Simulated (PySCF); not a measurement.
trans-(1R,2R)-1-chloro-2-fluorocyclopropane (C3H4ClF), SMILES F[C@@H]1C[C@H]1Cl. Atoms are numbered in the order given.

```xyz
9

F     -0.8850     1.9517     0.6458
C     -0.6344     0.8828    -0.1436
C     -1.3289    -0.4023     0.1572
C      0.1396    -0.2442     0.4381
Cl     1.3255    -1.0906    -0.5388
H     -0.4498     1.1582    -1.1872
H     -1.9896    -0.4281     1.0280
H     -1.6324    -1.0282    -0.6856
H      0.4455    -0.1448     1.4827
```
Charge 0, spin multiplicity 1.

Geometry: PBE0-D3(BJ)/def2-SVP.

Computed with PySCF 2.14.0 with TDA-PBE/def2-SVPD.

Vertical excitations. 

Problem. List the lowest excited states. (The exact figures need the calculation; the answer reports its results.)

Solution. 
| state | energy (eV) | λ (nm) | f | main pairs |
|---|---|---|---|---|
| S1 | 6.21 | 200 | 0.003 | HOMO→LUMO 98 % |
| S2 | 6.55 | 189 | 0.008 | HOMO−1→LUMO 97 % |
| S3 | 7.03 | 176 | 0.014 | HOMO→LUMO+1 98 % |
| S4 | 7.21 | 172 | 0.025 | HOMO→LUMO+2 98 % |
| S5 | 7.41 | 167 | 0.003 | HOMO−1→LUMO+1 94 % |
| S6 | 7.61 | 163 | 0.019 | HOMO−1→LUMO+2 52 %, HOMO→LUMO+3 28 %, HOMO−2→LUMO 17 % |
| S7 | 7.67 | 162 | 0.006 | HOMO−2→LUMO 70 %, HOMO−1→LUMO+2 21 % |
| S8 | 7.67 | 162 | 0.025 | HOMO→LUMO+3 70 %, HOMO−1→LUMO+2 24 % |
| S9 | 7.95 | 156 | 0.033 | HOMO→LUMO+4 97 % |
| S10 | 8.05 | 154 | 0.007 | HOMO−1→LUMO+3 96 % |
| T1 | 5.64 | 220 | 0 | HOMO→LUMO 99 % |
| T2 | 6.09 | 204 | 0 | HOMO−1→LUMO 99 % |
| T3 | 6.87 | 180 | 0 | HOMO→LUMO+1 98 % |
| T4 | 7.07 | 175 | 0 | HOMO→LUMO+2 88 % |
Triplets are in the Tamm–Dancoff approximation.
